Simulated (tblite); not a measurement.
C7H17NSi.
Cartesian coordinates in Å at the GFN2-xTB level; atoms count from 1:
```xyz
26
C7H17NSi angstrom
C      3.6692   -0.0497    1.3609
N      2.3433   -0.3359    0.8732
Si     1.5448    0.6729   -0.2636
C     -0.1545   -0.1000   -0.5879
C     -0.7002    0.2560   -1.9679
C     -2.1934   -0.0964   -1.9064
C     -2.5573   -0.0912   -0.4111
C     -1.2904    0.3666    0.3277
C     -1.2079   -0.1712    1.7481
H      3.6663    0.6597    2.1960
H      4.2493    0.3863    0.5515
H      4.1598   -0.9680    1.6896
H      1.7917   -0.8267    1.5608
H      1.3602    2.0807    0.1433
H      2.3891    0.6605   -1.4643
H     -0.0946   -1.1911   -0.5183
H     -0.1818   -0.2728   -2.7664
H     -0.5771    1.3265   -2.1431
H     -2.7918    0.6195   -2.4699
H     -2.3687   -1.0828   -2.3370
H     -3.4038    0.5616   -0.1975
H     -2.8247   -1.0974   -0.0829
H     -1.2818    1.4612    0.3648
H     -1.1474   -1.2585    1.7418
H     -0.3297    0.2238    2.2547
H     -2.0896    0.1187    2.3171
```

All values are computed: GFN2-xTB (tblite) harmonic vibrations without scaling, gas phase. The method is semi-empirical: single wavenumbers can be off by several per cent or more. Modes of hydrogen on silicon can be 10 to 20 % off. One conformer, not necessarily the lowest.

Harmonic wavenumbers (cm⁻¹): 42.4, 51.0, 76.1, 91.2, 143.1, 157.6, 185.1, 233.9, 256.3, 296.8, 327.8, 429.6, 488.4, 505.1, 522.5, 587.4, 611.9, 744.6, 764.4, 814.9, 824.7, 829.1, 897.3, 918.1, 959.5, 988.3, 998.6, 1042.8, 1064.3, 1089.1, 1100.8, 1110.3, 1148.0, 1148.9, 1161.7, 1170.5, 1200.2, 1224.4, 1255.5, 1260.8, 1290.0, 1309.8, 1333.3, 1336.0, 1350.9, 1360.2, 1409.4, 1422.9, 1488.5, 1493.8, 1501.2, 1504.0, 1504.4, 1507.0, 1515.1, 2134.6, 2224.0, 2905.8, 2924.4, 2927.7, 2964.1, 2969.9, 2972.4, 2989.7, 2991.7, 3000.6, 3006.1, 3015.9, 3021.0, 3028.5, 3036.5, 3444.3.

A = 2588, B = 757.1, C = 627.9 MHz; mass 143.113 u (most abundant isotopes); point group C1, symmetry number 1.

**Question.** What is the zero-point energy?

**Answer.** ½Σν̃ = 49803 cm⁻¹ = 142.40 kcal/mol.

**Question.** What is S at 273.15 K and 1 bar for an ideal gas of classical rigid rotors and harmonic oscillators?

**Answer.** Translation 40.38, rotation 29.69, vibration 34.53: S = 104.6 cal/(mol K).

**Question.** And Cp and H(273.15 K) − H(0)?

**Answer.** Cp = 42.32 cal/(mol K), of which vibrations give 34.37 (their classical limit is 72 R = 143.1); H(273.15 K) − H(0) = 7.01 kcal/mol without the zero-point energy, 4.84 from vibrations.

**Question.** How do the functions run with temperature in this model?

**Answer.** 
```tsv
T (K)	S (cal/(mol K))	Cp (cal/(mol K))	H − H(0) (kcal/mol)	G − H(0) (kcal/mol)	ln q(vib)
50	61.4	15.4	0.56	-2.51	0.84
100	74.2	22.1	1.50	-5.92	2.57
298.15	108.4	45.7	8.11	-24.22	9.27
373.15	119.8	55.9	11.93	-32.78	11.70
500	138.4	71.7	20.05	-49.16	15.80
750	172.1	94.6	41.04	-88.08	23.80
1000	201.6	109.8	66.71	-134.88	31.43
```

q(vib) and H(0) count from the zero-point level.

**Question.** What must be added to the electronic energy to get the Gibbs energy at 273.15 K and 1 bar?

**Answer.** ZPE + [H(273.15 K) − H(0)] − T·S = 142.40 + 7.01 − 28.57 = 120.84 kcal/mol.

**Question.** Which modes carry the vibrational entropy at 273.15 K?

**Answer.** 42.4 cm⁻¹: 4.97; 51.0 cm⁻¹: 4.61; 76.1 cm⁻¹: 3.82; 91.2 cm⁻¹: 3.46; 143.1 cm⁻¹: 2.60; 157.6 cm⁻¹: 2.41 cal/(mol K); the other 66 give 12.66 together.

**Question.** Blend soft modes into free rotors: weight 1/[1 + (100 cm⁻¹/ν̃)⁴] for the oscillator and the rest for a rotor with moment μB/(μ + B), μ = h/(8π²ν), B = 10⁻⁴⁴ kg m². What vibrational entropy results?

**Answer.** 31.17 cal/(mol K) in place of 34.53, which changes −T·S at 273.15 K by +0.92 kcal/mol.

Hindered rotation and anharmonicity are outside this model. Other conformers, if any are populated, would add a mixing term that is left out. The structure is chiral; the term R ln 2 for an equal mix with its mirror image is left out.
